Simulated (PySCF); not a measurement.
Computed shifts of a molecule C3H3F3, PySCF with PBE/pcSseg-1, GIAO, gas phase, atoms alike by connectivity averaged where their shifts nearly agree, in ppm (number of nuclei): ¹⁹F: -167.1 (1), -184.4 (1), -263.6 (1). ¹³C: 119.6 (1), 78.3 (1), 23.4 (1). ¹H: 4.89 (1), 1.74 (2). References: ¹⁹F against CFCl3 (σ = 133.6 ppm); ¹³C against TMS (σ = 182.0 ppm); ¹H against TMS (σ = 31.49 ppm), references at their B3LYP-D3(BJ)/def2-TZVP geometries, non-relativistic. The structure is a stationary point at r2SCAN-D4/def2-SVP. One conformer was computed; it need not be the lowest.

Problem. Identify the compound among the candidates.
(A) F/C=C\C(F)F
(B) C=CC(F)(F)F
(C) C=C(F)C(F)F
(D) F[C@H]1CC1(F)F

Solution. D, F[C@H]1CC1(F)F
